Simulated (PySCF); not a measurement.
Compound: C₄H₄FN₃.
Atom-mapped SMILES: `[CH3:1][c:2]1[n:3][cH:4][n:5][n:6][c:7]1[F:8]`

Structure used (GFN2-xTB), in Å, numbered top down from 1:
```
atom  x, y, z in Å
C1    -1.7185   -0.5503    0.0699
C2    -0.2939   -0.1378    0.0144
N3     0.6624   -1.0452    0.0873
C4     1.9170   -0.6023    0.0308
N5     2.2894    0.6512   -0.0903
N6     1.3657    1.5726   -0.1649
C7     0.1108    1.2081   -0.1163
F8    -0.8046    2.1744   -0.1952
H9    -2.2318   -0.2333   -0.8371
H10   -1.7835   -1.6289    0.1743
H11   -2.2125   -0.0655    0.9110
H12    2.7005   -1.3437    0.0901
```

Definitions: NICS(0) = −σiso at the ring centroid; NICS(1) = −σiso and NICS(1)zz = −σzz at ±1 Å along the ring normal z. Level: GIAO PBE0/pcSseg-1 (PySCF, non-relativistic, gas phase) on the GFN2-xTB geometry, one conformer.

Ring bond lengths (Å), with Mayer bond orders in brackets: C2–N3 1.320 (1.51), N3–C4 1.332 (1.40), C4–N5 1.313 (1.51), N5–N6 1.307 (1.27), N6–C7 1.308 (1.52), C7–C2 1.412 (1.19).

Question: What do the NICS probes read (ppm)?

Answer: 
```tsv
ring	type	NICS(0)	NICS(1), two faces	NICS(1)zz, two faces	rms pucker (Å)	centre to ring atoms, mean (Å)
C2–N3–C4–N5–N6–C7	6-membered ring with 3 N; formal bonds all aromatic	-5.6	-11.0 / -11.0	-26.4 / -26.4	0.00	1.33
```

Question: What do they say, and how far can they be read as aromaticity?

Answer: 
- C2–N3–C4–N5–N6–C7: mean NICS(1)zz -26.4 ppm, shielded, aromatic by this magnetic criterion (flat ring, no four-coordinate atom). NICS(0) lies 5 ppm above the mean NICS(1).

Question: How equal are the bonds by HOMA? HOMA = 1 − mean of α(R − Ropt)² over the ring bonds, with Krygowski's 1993 parameters (CC: Ropt 1.388 Å, α 257.7 Å⁻²; CN: Ropt 1.334 Å, α 93.52 Å⁻²; NN: Ropt 1.309 Å, α 130.33 Å⁻²).

Answer: 
- C2–N3–C4–N5–N6–C7: HOMA 0.96; the largest term is that of C7–C2, α(R − Ropt)² = 0.14. The geometric and the magnetic index point the same way.

Question: At the first NICS(1) probe listed for ring C2–N3–C4–N5–N6–C7, 1 Å off the ring, how large is the induced field along the normal in 1 T applied along it?

Answer: NICSzz × B0 = -26.4 ppm × 1 T = -26 μT, against the applied field.

The run took about 40 s of CPU time (one thread, shared machine). This is the whole shielding run at PBE0/pcSseg-1, SCF included.
